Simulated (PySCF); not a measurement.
silylarsine (AsH5Si), SMILES [SiH3][AsH2]. Geometry: PBE-D3(BJ)/def2-TZVP.

Task: Give the equilibrium geometry at PBE-D3(BJ)/def2-TZVP (PySCF confirms it by a frequency run) as a Z-matrix, and its point group. (An estimate is asked for; the answer gives what the named calculation found.)

Result: point group Cs.
```
Si
H 1 1.4949
H 1 1.4954 2 108.98
H 1 1.4954 2 108.98 3 118.42
As 1 2.3838 2 113.78 3 -120.79
H 5 1.5367 1 91.34 2 45.69
H 5 1.5367 6 91.36 1 91.38
```
Charge 0, spin multiplicity 1.
